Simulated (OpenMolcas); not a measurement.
**Ag4+: moving or changing the point charges**

Ag4+ among 6 point charges of -1.7 e arranged as a tetragonal octahedron (D4h), 2 Å from the ion, with the axial distance 2.020 Å.
```
   2.0000    0.0000    0.0000  -1.70
   0.0000    2.0000    0.0000  -1.70
  -2.0000    0.0000    0.0000  -1.70
   0.0000   -2.0000    0.0000  -1.70
   0.0000    0.0000    2.0200  -1.70
   0.0000    0.0000   -2.0200  -1.70
```

| Quantity | Value |
| --- | --- |
| Program | OpenMolcas |
| Method | CASSCF |
| Basis | ANO-RCC-VDZP [6s5p3d1f] |
| Scalar Hamiltonian | DKH2, point nucleus |
| Active space | 7 electrons in 5 orbitals (4d) |
| State averaging | 2S+1 = 4 even, 10 roots; 2S+1 = 2 even, 40 roots |
| Spin-orbit coupling | RASSI with atomic mean-field integrals over the reference wave functions |

Runs around this geometry, states (labels of D4, the rotations of D4h). Energies in cm-1 above the lowest state or level, χT in cm3 K/mol.

```tsv
R (Å)	q (e)	Axial / equatorial distance	Ground state	First state of that spin	First gap with spin-orbit (degeneracies)	χT at 300 K	First state of another spin
2	-1.7	0.93	4E	4A2 1069	997.1 (2, 2)	3.831	2B1 14181
2	-0.85	1.01	4A2	4E 52.2	513.3 (2, 2)	4.313	2A1 17248
1.82	-1.7	1.01	4A2	4E 189.5	988.3 (2, 2)	3.313	2A1 13404
2	-1.7	1.01	4A2	4E 132.4	822.8 (2, 2)	3.653	2A1 15616
2.1	-1.7	1.01	4A2	4E 109.7	718.2 (2, 2)	3.861	2A1 16366
```

The ground state changes within this set.

Without dynamic correlation the repulsion within the d shell is too large (B by tens of per cent), so at a given field states of lower spin stand too high. Point charges give a weaker field than real ligands, and real ions of this kind are as a rule low spin; the high spin found here belongs to the model. Spin-orbit coupling mixes the spin-free states strongly: the lowest level takes only 57 % from its leading state, 4E, which lies 52 cm-1 above the lowest spin-free state (figures for R = 2, q = -0.85, ratio = 1.01; the like holds for R = 1.82, q = -1.7, ratio = 1.01, R = 2, q = -1.7, ratio = 1.01, R = 2.1, q = -1.7, ratio = 1.01). An orbital doublet at a regular site is open to a Jahn-Teller distortion, which this geometry leaves out (holds for R = 2, q = -1.7, ratio = 0.93). This shell can be high or low spin here, a state of another spin lies low, and with metal d orbitals alone active their balance is uncertain, so the ground spin may be wrong (holds for R = 2, q = -1.7, ratio = 0.93; R = 1.82, q = -1.7, ratio = 1.01). The ground term spreads over less than 5000 cm-1, several times less than with real ligands, so orbital moments are less quenched and χT lies further from the spin-only value than at real sites (holds for R = 2, q = -0.85, ratio = 1.01). This is an electrostatic model: the charges have no orbitals. No measured value stands beside these numbers.
